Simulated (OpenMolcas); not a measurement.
An atom or ion with 32 electrons was computed by SS-CASPT2, IPEA 0.25 Eh, imaginary shift 0.1 Eh with spin-orbit coupling (OpenMolcas, ANO-RCC-VQZP, DKH2). The lowest levels that the run gave, each within 12 % of the measured value where one is at hand:

```
J  Parity  E (eV)      g
0    even  0.0000       
1    even   0.412  1.501
2    even   0.850  1.464
2    even   2.326  1.038
0    even   4.698       
2     odd  11.484  1.999
2     odd  15.573  1.178
1     odd  15.580  0.520
3     odd  15.661  1.334
0     odd  18.174       
1     odd  18.205  1.484
2     odd  18.264  1.487
```

Task: Which ion is it, and what are the configurations and terms?

Result: Kr V (Z = 36, charge +4; active space 4 electrons in 4 orbitals (4s 4p)). J, parity and g give the terms where levels are pure, and mixed ones are named by the computed weights; the size of the splittings, set against known spectra of the 32-electron sequence, gives the charge. In order, with the measured energies in eV (Saloman, J. Phys. Chem. Ref. Data 36, 215 (2007)): 4s² 4p² ³P₀, 4s² 4p² ³P₁ (0.4641), 4s² 4p² ³P₂ (0.9417), 4s² 4p² ¹D₂ (2.4453), 4s² 4p² ¹S₀ (4.8607), 4s 4p³ ⁵S°₂, 4s 4p³ ³D°₂, 4s 4p³ ³D°₁, 4s 4p³ ³D°₃ (16.2440), 4s 4p³ ³P°₀ (18.3404), 4s 4p³ ³P°₁ (18.3852), 4s 4p³ ³P°₂ (18.4325).

Term energies are means over components that CASPT2 splits; among the terms shown or strongly mixed into the levels shown the widest spread is 250 cm-1 (4s 4p³ ³D°). Over all roots computed the reference weight is 0.87 to 0.98; the roots of lowest weight are the least certain, and an intruder state may touch them. Terms of s pⁿ other than that of highest spin mix with s² pⁿ⁻² d, which this space lacks; all of them can be thousands of cm-1 off, and some have no real level of that name. Computed and measured levels are paired by configuration, term and J; levels that our copy of the source lacks, or whose pairing is in doubt (as where it misses far off the trend of its configuration), stay unpaired and out of the deviations. Levels of configurations outside the active space are missing.

° marks odd parity.
